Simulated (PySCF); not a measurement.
Worked example: oscillator strength and radiative lifetime

Ge(H)2(Cl)(NH2) (ClGeH4N), SMILES [GeH2]([Cl])[NH2].

Geometry: ωB97X-D3(BJ)/def2-SVP. Other conformers were not sampled.

PySCF with TDDFT-ωB97X/def2-SVPD puts the first singlet state with f over 0.02 at 7.10 eV (vertical), with the transition dipole (-0.107, -0.584, 0.000) in atomic units.

Question: Find the oscillator strength, the wavelength and the radiative lifetime that this transition would have in vacuum if emission retraced absorption.

Answer: 
|μ|² = 0.3525 au, so |μ| = 1.51 D. ΔE = 7.10/27.211 = 0.2609 hartree. f = (2/3) ΔE |μ|² = 0.061 (the program prints 0.061).
λ = 1239.84/7.10 = 175 nm; ν = 57265 cm⁻¹.
Einstein's coefficient A = 0.6670 ν² f s⁻¹ (ν in cm⁻¹) = 1.3e8 s⁻¹, so τ = 1/A = 7.5 ns. This state is S1. The figure is the radiative limit of this one transition; relaxation, internal conversion, crossing to triplets and a medium change what is measured.
